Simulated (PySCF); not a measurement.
## How methods differ on the ionisation energy of Sb²⁺

Sb²⁺ [Kr] 4d10 5s2 5p1 (2P) → Sb³⁺ [Kr] 4d10 5s2 (1S), as a difference of total energies. Calculation: PySCF 2.14, in def2-TZVP with the def2 core potential (28 electrons) (6s5p3d2f, 50 functions); scalar relativity through the core potential. Correlated levels: valence: 4s2 4p6 4d10 frozen. The calculations carry no spin-orbit coupling.

| method | ionisation energy (eV) |
| --- | --- |
| UHF | 24.139 |
| B3LYP | 24.836 |
| M06-L | 24.312 |
| MP2 (valence) | 24.351 |
| SCS-MP2 (valence) | 24.341 |
| CCSD (valence) | 24.420 |
| CCSD(T) (valence) | 24.437 |

Task: How much does correlation contribute at CCSD(T) (valence)?

Result: 24.437 − (24.139) = 0.298 eV, measured against UHF.

The reference lies between the lowest fine-structure levels, while these numbers refer to the centres of the terms.

Errors of the correlated levels include the incompleteness of this basis and the frozen core.

For comparison: 25.323 eV (measured; NIST Atomic Spectra Database, ionization energies).
